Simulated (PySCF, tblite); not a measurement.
One entry of a table of gas-phase calculations, keyed by method. Lists by class give the value and the number of equivalent atoms.

```json
{
 "formula": "C6H7F3NP",
 "smiles": "CCn1cpc(C(F)(F)F)c1",
 "charge": 0,
 "multiplicity": 1,
 "geometry_level": "GFN2-xTB",
 "atoms_angstrom": [
  ["C", 2.555, 0.619, 0.261],
  ["C", 1.724, -0.049, -0.832],
  ["N", 0.433, -0.455, -0.331],
  ["C", 0.212, -1.646, 0.273],
  ["P", -1.386, -1.872, 0.855],
  ["C", -1.743, -0.254, 0.244],
  ["C", -3.064, 0.399, 0.365],
  ["F", -4.069, -0.486, 0.45],
  ["F", -3.347, 1.205, -0.678],
  ["F", -3.166, 1.183, 1.462],
  ["C", -0.654, 0.337, -0.342],
  ["H", 3.522, 0.912, -0.137],
  ["H", 2.047, 1.505, 0.636],
  ["H", 2.711, -0.067, 1.091],
  ["H", 1.571, 0.646, -1.662],
  ["H", 2.243, -0.933, -1.209],
  ["H", 1.022, -2.351, 0.338],
  ["H", -0.618, 1.313, -0.793]
 ],
 "electronic_structure_code": "PySCF",
 "results": {
  "GFN2-xTB geometry": {
   "point_group": "C1",
   "rotational_constants_GHz": [1.775, 0.59, 0.5]
  },
  "PBE0/pcSseg-1 ground state and GIAO shieldings, non-relativistic": {
   "dipole_D": 6.21,
   "homo_eV": -6.85,
   "lumo_eV": -0.65,
   "shift_vs_computed_TMS_C_by_class_ppm": [
    [159.4, 1],
    [147.0, 1],
    [134.6, 1],
    [134.2, 1],
    [51.1, 1],
    [21.6, 1]
   ],
   "shift_vs_computed_TMS_H_by_class_ppm": [
    [7.93, 1],
    [7.77, 1],
    [4.12, 2],
    [1.5, 3]
   ],
   "shielding_other_nuclei_by_class_ppm": [
    ["N", 51.5, 1],
    ["F", 239.5, 3],
    ["P", 190.0, 1]
   ],
   "charges_hirshfeld_e_by_atom": [-0.12, 0.0, 0.01, -0.08, 0.03, -0.14, 0.25, -0.1, -0.1, -0.12, -0.02, 0.05, 0.05, 0.05, 0.06, 0.06, 0.05, 0.06]
  },
  "GFN2-xTB harmonic vibrations, gas phase": {
   "strongest_ir_bands_cm-1_km_per_mol_modes": [
    [996.2, 141.9, 1],
    [1008.9, 281.6, 1],
    [1066.4, 124.5, 1],
    [1167.1, 93.7, 1],
    [1250.7, 171.4, 1],
    [1517.6, 91.6, 1]
   ],
   "zpe_kcal_per_mol": 78.0
  }
 }
}
```

The dipole equals about 20.7 × 10⁻³⁰ C·m (1 D = 3.33564 × 10⁻³⁰ C·m). With B = h/(8π²I), that is 505.379 GHz u Å² over I, the principal moments of inertia are 284.7, 856.8 and 1009.9 u Å² (most abundant isotopes); the inertial defect Ic − Ia − Ib is -131.6 u Å² (zero for a rigid planar frame, negative otherwise). The rotational constants make it an asymmetric top with κ = (2B − A − C)/(A − C) = -0.86, nearer the prolate limit (−1).

One conformer (not necessarily the lowest) at the GFN2-xTB geometry, without solvent or vibrations. NMR classes are plain means over equivalent atoms (diastereotopic ones count apart unless rotation or inversion swaps them), as if these changed places fast; in this geometry the members of some classes differ.

Shape of the structure used: `[CH3:1][CH2:2][n:3]1[cH:4][p:5][c:6]([C:7]([F:8])([F:9])[F:10])[cH:11]1`: C1–C2–N3–C4 -87°, P5–C6–C7–F8 -26°.
